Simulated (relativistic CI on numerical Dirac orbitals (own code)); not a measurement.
Ne+: sensitivity of the levels to the model

Base calculation: Dirac-Coulomb-Breit CI, orbitals from a KLI potential per configuration, a model potential for QED, valence Slater integrals scaled by 0.85, P86 correlation energy added to each configuration.

Configurations in the expansion (outside the closed core 1s2): 2s2.2p5, 2s.2p6, 2s2.2p4.3s, 2s2.2p4.3p, 2s2.2p4.3d, 2s2.2p4.4s, 2s2.2p4.4p, 2s2.2p4.4d, 2s2.2p4.4f, 2s2.2p4.5s, 2s2.2p4.5p, 2s2.2p4.5d, 2s2.2p4.5f, 2s2.2p4.5g, 2s2.2p3.3s2, 2s2.2p3.3s.3p. Levels of other configurations are missing.

The lowest level and the first level of each name with at least 55 % of one term (blank where a level has no safe partner in the second run):

```
             Level  Base (cm⁻¹)  Shift (cm⁻¹)
   2s2.2p5 2P°_3/2          0.0           0.0
   2s2.2p5 2P°_1/2        763.7          -1.1
 2s2.2p4.3s 4P_5/2     216811.0       +1541.2
 2s2.2p4.3s 4P_3/2     217322.0       +1539.7
 2s2.2p4.3s 4P_1/2     217618.8       +1540.6
 2s2.2p4.3s 2P_3/2     221219.5       +1006.2
 2s2.2p4.3s 2P_1/2     221824.2       +1004.9
     2s.2p6 2S_1/2     237336.0        +547.0
 2s2.2p4.3s 2D_5/2     241856.3       -1348.6
 2s2.2p4.3s 2D_3/2     241860.1       -1348.7
2s2.2p4.3p 4P°_5/2     244209.6       +1721.0
2s2.2p4.3p 4P°_3/2     244428.9       +1718.6
2s2.2p4.3p 4P°_1/2     244617.5       +1722.9
2s2.2p4.3p 4D°_7/2     246144.4       +1494.7
```

Correlation outside the listed configurations is missing or only estimated: errors of thousands of cm⁻¹ between configurations and terms are usual at this charge. Rates and lifetimes follow the computed energies and can be off by large factors. The fine structure of a lone outer electron comes out too small, for d and f at times inverted, and misplaced configurations move strength between like terms. 24 of the 27 excited levels that our extract of the measured tables holds in this range could be paired (the sources list more); they are missed by 3432 cm⁻¹ on average and 20288 at most, and levels without a partner can miss by more.

(1) One thing was changed in a second run, which moved the levels as shown. Which?
A. Breit term removed
B. valence Slater integrals scaled by 0.75
C. Slater integrals left unscaled
D. one mean potential for all configurations
E. QED terms removed
F. configuration mixing switched off

Results:

(1) B. Valence Slater integrals scaled by 0.75. Scaling acts on the splittings between terms and on the mixing, and leaves the fine structure of pure LS terms nearly alone; in jj coupling it moves the levels of one term differently.

LS names give the leading component of a level, which can be under half, so a name can repeat, a term be missing and a line seem to break the LS rules.
